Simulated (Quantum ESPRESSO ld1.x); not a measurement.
Results of a calculation; reference values are marked as such.
Q: All-electron atom: the potassium ion K7+ in [Ne] 3s2. Level of theory: Dirac Kohn-Sham, PBE, spin-unpolarised, spherical densities, point nucleus (ld1.x of Quantum ESPRESSO 7.5). Some entries of the table are withheld. Estimate them.

orbital,occ.,eigenvalue (eV),<r^2> (bohr^2)
1s1/2,2,(1),0.008830
2s1/2,2,-489.657,0.1749
2p1/2,2,(2),0.1470
2p3/2,4,(3),0.1489
3s1/2,2,-145.818,(4)
3p1/2,0,(5),1.427
3p3/2,0,(6),1.438
4s1/2,0,-67.4222,(7)

A: 
(1) 1s1/2 eigenvalue (eV): -3666.78
(2) 2p1/2 eigenvalue (eV): -419.372
(3) 2p3/2 eigenvalue (eV): -416.415
(4) 3s1/2 <r^2> (bohr^2): 1.336
(5) 3p1/2 eigenvalue (eV): -127.010
(6) 3p3/2 eigenvalue (eV): -126.542
(7) 4s1/2 <r^2> (bohr^2): 5.405
